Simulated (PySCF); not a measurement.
C7H11N.
Atom-mapped SMILES: `[CH:1]1=[CH:2][N:3]2[CH2:4][CH2:5][CH2:6][C@H:7]2[CH2:8]1` (hydrogens: H9 on C1; H10 on C2; H11, H12 on C4; H13, H14 on C5; H15, H16 on C6; H17 on C7; H18, H19 on C8)

Level of theory: PBE0-D3(BJ)/def2-SVP geometry optimisation, gas phase (PySCF).

Problem. What internal coordinates does the optimisation give?

Solution. 
| bond | length (Å) |
| --- | --- |
| C1=C2 | 1.341 |
| C2–N3 | 1.397 |
| N3–C4 | 1.451 |
| C4–C5 | 1.532 |
| C5–C6 | 1.537 |
| C6–C7 | 1.557 |
| C7–C8 | 1.540 |
| C1–C8 | 1.505 |
| N3–C7 | 1.477 |
| C1–H9 | 1.089 |
| C2–H10 | 1.092 |
| C4–H11 | 1.100 |
| C4–H12 | 1.104 |
| C5–H13 | 1.101 |
| C5–H14 | 1.100 |
| C6–H15 | 1.100 |
| C6–H16 | 1.100 |
| C7–H17 | 1.101 |
| C8–H18 | 1.103 |
| C8–H19 | 1.105 |

A selection of angles:
| angle | degrees |
| --- | --- |
| C2–C1–C8 | 108.6 |
| C2–C1–H9 | 125.7 |
| C8–C1–H9 | 125.3 |
| C1–C2–N3 | 113.7 |
| C1–C2–H10 | 127.5 |
| N3–C2–H10 | 118.7 |
| C2–N3–C4 | 118.3 |
| C2–N3–C7 | 105.8 |
| C4–N3–C7 | 107.2 |
| N3–C4–C5 | 104.6 |
| N3–C4–H11 | 111.0 |
| N3–C4–H12 | 109.0 |
| C5–C4–H11 | 114.2 |
| C5–C4–H12 | 110.7 |
| H11–C4–H12 | 107.3 |
| C4–C5–C6 | 103.4 |
| C4–C5–H13 | 109.3 |
| C4–C5–H14 | 113.2 |
| C6–C5–H13 | 110.1 |
| C6–C5–H14 | 113.3 |
| H13–C5–H14 | 107.5 |
| C5–C6–C7 | 105.6 |
| C5–C6–H15 | 111.4 |
| C5–C6–H16 | 111.6 |
| C7–C6–H15 | 110.2 |
| C7–C6–H16 | 111.2 |
| H15–C6–H16 | 107.0 |
| C6–C7–C8 | 115.8 |
| C6–C7–H17 | 109.6 |
| C8–C7–H17 | 111.6 |
| N3–C7–C6 | 105.2 |
| N3–C7–C8 | 104.7 |
| N3–C7–H17 | 109.6 |
| C7–C8–H18 | 112.0 |
| C7–C8–H19 | 110.9 |
| C1–C8–C7 | 102.2 |
| C1–C8–H18 | 114.2 |
| C1–C8–H19 | 111.1 |
| H18–C8–H19 | 106.5 |

Torsions: C8–C1–C2–N3 0° (synperiplanar); C1–C2–N3–C4 -134° (anticlinal); C2–N3–C4–C5 81° (synclinal); N3–C4–C5–C6 34° (synclinal); C4–C5–C6–C7 -18° (synperiplanar); C5–C6–C7–C8 -119° (anticlinal); C6–C7–C8–C1 94° (anticlinal); C2–C1–C8–C7 13° (synperiplanar); C2–N3–C7–C6 -101° (anticlinal).

Of the pairs four or more bonds apart, H16···H18 is among the closest relative to their van der Waals radii: 2.33 Å, 97 % of the sum of Bondi's values. The 5-membered ring N3–C4–C5–C6–C7 has internal angles of 103.4° to 107.2°; it is puckered, 0.16 Å rms from its mean plane, widest ring torsion 38°. The 3 C–N bonds span 1.397 Å (C2–N3, drawn single) to 1.477 Å (N3–C7, drawn single), a spread of 0.080 Å. The 5-membered ring C1–C2–N3–C7–C8 has internal angles of 102.2° to 113.7° (sum 535°, against 540° for a flat polygon); it is puckered, 0.10 Å rms from its mean plane, widest ring torsion 22°. N3 (enamine nitrogen) is pyramidal (angles 118.3°, 107.2° and 105.8°, sum 331.4°, 0.45 Å off the plane of its three neighbours). The C–C distances run from 1.341 Å (C1=C2, drawn double) to 1.557 Å (C6–C7, drawn single), a spread of 0.216 Å.

Point group: C1 (no symmetry element, even within 0.4 Å). No frequency check. One conformer, not necessarily the lowest.

On one thread of an Arm Neoverse N1, no GPU, on a shared host, this took 3.2 min of wall time and 0.65 GiB of memory at its peak. These figures are those of the optimisation.
